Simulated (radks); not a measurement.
Problem. Re IV, configuration [Xe] 4f14 5d4. Calculated with a radial shooting solver on a logarithmic mesh with Libxc functionals: scalar-relativistic Kohn-Sham, PBEsol, spin-polarised, spherical densities, finite nucleus; open shells are filled with parallel spins first (spin-orbit coupling, left out, can overturn this in heavy ions); Fermi nuclear charge, rms radius 5.3698 fm. Some entries of the table are withheld. Estimate them.

| orbital | occ. | eigenvalue (Ry) | <r^2> (bohr^2) | <1/r> (bohr^-1) |
|---|---|---|---|---|
| 1s down | 1 | -5265.456 | 0.0004483 | 88.69 |
| 1s up | 1 | -5265.455 | 0.0004483 | 88.69 |
| 2s up | 1 | -914.8383 | 0.006880 | 20.75 |
| 2s down | 1 | -914.8217 | 0.006880 | 20.75 |
| 2p up | 3 | -798.9645 | 0.005709 | 18.75 |
| 2p down | 3 | -798.9510 | 0.005709 | 18.75 |
| 3s up | 1 | -213.4709 | 0.04461 | 7.688 |
| 3s down | 1 | -213.4651 | 0.04460 | 7.688 |
| 3p up | 3 | -179.2882 | 0.04542 | 7.084 |
| 3p down | 3 | -179.2818 | 0.04542 | 7.084 |
| 3d up | 5 | -140.4576 | 0.03765 | 6.689 |
| 3d down | 5 | -140.4462 | 0.03765 | 6.689 |
| 4s up | 1 | -46.26064 | 0.2193 | 3.274 |
| 4s down | 1 | -46.24544 | 0.2193 | 3.274 |
| 4p up | 3 | -35.04244 | 0.2499 | 2.971 |
| 4p down | 3 | -35.02799 | 0.2498 | 2.971 |
| 4d up | 5 | -20.95299 | 0.2898 | 2.647 |
| 4d down | 5 | -20.93565 | 0.2895 | 2.648 |
| 5s up | 1 | -8.50851 | (1) | 1.293 |
| 5s down | 1 | -8.36410 | (2) | 1.304 |
| 5p up | 3 | -5.70130 | 1.629 | (3) |
| 5p down | 3 | -5.51193 | 1.600 | (4) |
| 4f up | 7 | (5) | 0.4210 | 2.161 |
| 4f down | 7 | (6) | 0.4134 | 2.170 |
| 5d up | 4 | -2.52367 | 3.211 | 0.7688 |
| 5d down | 0 | -2.28514 | 3.252 | 0.7713 |

Solution. 
(1) 5s up <r^2> (bohr^2): 1.205
(2) 5s down <r^2> (bohr^2): 1.187
(3) 5p up <1/r> (bohr^-1): 1.094
(4) 5p down <1/r> (bohr^-1): 1.107
(5) 4f up eigenvalue (Ry): -5.31591
(6) 4f down eigenvalue (Ry): -5.28243
